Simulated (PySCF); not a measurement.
# Electron correlation in Xe⁺ (xenon, charge +1)

[Kr] 4d10 5s2 5p5, 2P determinant. All numbers are calculated (PySCF 2.14, the spin-free X2C one-electron Hamiltonian (Gaussian nucleus), in x2c-TZVPPall with one added diffuse shell each of s, p, d, f type (9s7p5d3f, 76 functions)). Frozen: [Ar] 3d10; 25 electrons correlated.

```tsv
level	correlation energy (mhartree)
CCSD	-584.58
(T)	-9.38
CCSD(T)	-593.96
```

Diagnostics: T1 = 0.0048, D1 = 0.0259, largest double amplitude 0.034.

**Question.** Is a single reference adequate?

**Answer.** Yes, within this model without spin-orbit coupling: T1 lies below 0.03 and no double amplitude reaches 0.07.

This basis was not built for core-valence correlation, so the inner-shell part is incomplete.
